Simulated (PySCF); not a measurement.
PySCF input for C₂H₅O, SMILES CC[O-], charge -1, B3LYP/pcJ-1. Geometry: PBE0-D3(BJ)/def2-SVPD.

```python
import numpy as np
from pyscf import gto, scf, dft
from pyscf.prop.ssc import rks as ssc

mol = gto.M(
    atom='''
    C    -0.20359576   -1.17452200   -0.00000000
    C     0.47889743    0.21565355    0.00000000
    O    -0.36032156    1.24182968   -0.00000000
    H     0.53281465   -2.00424981    0.00000000
    H    -0.84865334   -1.27074031   -0.89015549
    H    -0.84865334   -1.27074031    0.89015550
    H     1.19762725    0.18215183    0.88983696
    H     1.19762725    0.18215183   -0.88983698
    ''',
    basis='pcJ-1',
    charge=-1,
    spin=0,
    max_memory=1600,
    verbose=3,
)
mf = dft.RKS(mol, xc='b3lyp')
mf.grids.level = 3
mf.conv_tol = 1e-10
mf.max_cycle = 100
mf.kernel()
j = ssc.SSC(mf)
j.with_fcsd = True
j.max_cycle_cphf = 80
j.conv_tol = 1e-7
e11 = j.kernel()
```

It prints:

```
converged SCF energy = -154.424617161564
Reduced spin-spin coupling constant K (Hz)
               #0        #1        #2        #3        #4
        0 C    0.00000
        1 C   18.53743   0.00000
        2 O    6.62985 -34.57164   0.00000
        3 H   14.63711  -0.07966   0.55535   0.00000
        4 H   16.62988  -0.58669   0.10547  -0.30907   0.00000
        5 H   16.62990  -0.58674   0.10575  -0.30906  -0.36067
        6 H    0.95997  15.31085   1.39476   0.04665   0.43344
        7 H    0.95987  15.31081   1.39467   0.04665   0.17477
               #5        #6        #7
        5 H    0.00000
        6 H    0.17472   0.00000
        7 H    0.43345  -0.22722   0.00000
Spin-spin coupling constant J (Hz)
               #0        #1        #2        #3        #4
        0 C    0.00000
        1 C   36.58416   0.00000
        2 O   -7.05533  36.79032   0.00000
        3 H  114.85615  -0.62506  -2.34983   0.00000
        4 H  130.49330  -4.60374  -0.44626  -9.64289   0.00000
        5 H  130.49345  -4.60414  -0.44748  -9.64252 -11.25277
        6 H    7.53282 120.14295  -5.90157   1.45536  13.52330
        7 H    7.53201 120.14265  -5.90119   1.45552   5.45277
               #5        #6        #7
        5 H    0.00000
        6 H    5.45136   0.00000
        7 H   13.52371  -7.08934   0.00000
```

The calculation finished and met its thresholds.
